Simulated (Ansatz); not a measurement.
Total energies of BrClFH3Si2 (`F[Si]([SiH3])(Cl)Br`).

```csv
atom,x (Å),y (Å),z (Å)
F1,0.378,-1.109,1.936
Si2,0.493,-0.891,0.365
Si3,-0.638,1.034,-0.307
Cl4,-0.283,-2.553,-0.525
Br5,2.641,-0.750,-0.118
H6,-2.075,0.904,0.043
H7,-0.475,1.161,-1.776
H8,-0.041,2.205,0.382
```

Total charge 0; spin multiplicity 1. Correlated methods include outer-core shells of Br, which these sets cover unevenly. Scalar relativity is left out up to krypton. The geometry is a stationary point of PBE0-D4/def2-TZVP. Basis def2-TZVPP, Ansatz 0.2.0.

RPA on PBE orbitals: Hartree–Fock energy of these orbitals -3711.14521 Eh, correlation -1.53039 Eh (frozen core).

```tsv
functional	energy without D4 (Eh)	D4 term (kJ/mol)
r2SCAN	-3715.09857	-6.1
B2PLYP	-3714.42751	–
```

Question: Give the same for LDA (SPW92), PBE, revPBE, BLYP, B97M-V, PBE0, B3LYP, r2SCANh, r2SCAN0, HSE06 (plane-wave form), BHLYP, CAM-B3LYP, LC-ωPBE, ωB97X-V, ωB97M-V, PBE-QIDH. (Best estimate.)

Answer: The calculation gave: 
```tsv
functional	energy without D4 (Eh)	D4 term (kJ/mol)
LDA (SPW92)	-3707.22209	–
PBE	-3714.26045	-26.7
revPBE	-3714.76584	-64.8
BLYP	-3715.23459	-56.6
B97M-V	-3714.47077	–
PBE0	-3714.44593	-23.0
B3LYP	-3715.31655	-43.9
r2SCANh	-3715.08812	-6.7
r2SCAN0	-3715.07390	-7.6
HSE06 (plane-wave form)	-3714.42554	-21.9
BHLYP	-3715.19137	-39.2
CAM-B3LYP	-3715.36229	-24.1
LC-ωPBE	-3714.51655	–
ωB97X-V	-3714.80664	–
ωB97M-V	-3715.00109	–
PBE-QIDH	-3713.87514	–
```

B3LYP takes the VWN-RPA correlation (the form of Gaussian; ORCA's B3LYP/G). HSE06 is the plane-wave form, built on full-range PBE exchange. The double hybrids freeze the cores in their second-order part.

LC-ωPBE has ω = 0.4 bohr⁻¹.
